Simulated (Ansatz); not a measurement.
Basis-set extrapolation for `C=C1O[Si]1(C)S` (PBE0-D4/def2-TZVP geometry, frozen core, Ansatz). Multiplicity 1, RHF reference.

```csv
,def2-TZVPP,def2-QZVPP
HF,-878.530633,-878.559763
MP2 correlation,-1.017527,-1.092384
CCSD(T) correlation,-1.112882,not run
```

Energies in hartree. Use E(X) = E(∞) + A·exp(−7.88·√X) for Hartree–Fock and E(X) = E(∞) + B·X^(−2.97) for correlation, with X = 3 and 4, and add CCSD(T) minus MP2 of the smaller set to the MP2 limit.

Problem. What is the CCSD(T) energy at the basis-set limit?

Solution. HF limit: -878.559763 + (-0.029130) × 0.13774 = -878.56378. MP2 limit: -1.092384 + (-0.074857) × 0.74074 = -1.14783. Higher-order term: -1.112882 − (-1.017527) = -0.09535. Total: -879.80696 hartree, 429.1 kJ/mol below CCSD(T)/def2-TZVPP.
